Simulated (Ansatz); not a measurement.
Mulliken charges of Cl2F2GeH2SSi, SMILES `F[Si](F)(Cl)[S][GeH2][Cl]` from ωB97M-V/def2-TZVPP in Ansatz (PBE0-D4/def2-TZVP geometry).

```csv
atom,x (Å),y (Å),z (Å),charge (e)
F1,-1.814,0.473,0.409,-0.268
Si2,-0.934,-0.584,1.187,0.754
F3,-1.326,-0.506,2.711,-0.265
Cl4,-1.427,-2.418,0.511,-0.148
S5,1.104,-0.127,1.026,-0.267
Ge6,1.132,0.773,-1.013,0.299
Cl7,0.465,-0.664,-2.459,-0.248
H8,0.193,1.975,-1.096,0.077
H9,2.607,1.078,-1.275,0.066
```

Q: By hand: the dipole of these point charges (1 e Å = 4.8032 D).

A: Σ q r = (0.460, 0.578, -0.144) e Å, of length 0.753 e Å = 3.62 D.

Q: How does the dipole of the full density compare? (Best estimate.)

A: Computed: (0.320, 0.305, -0.109) e Å, 2.19 D; the point charges give 1.65 times that, at 8° from its direction.

Point charges leave out the atoms' own dipoles, such as those of lone pairs, and Mulliken's split depends on the basis, so the two needn't agree.
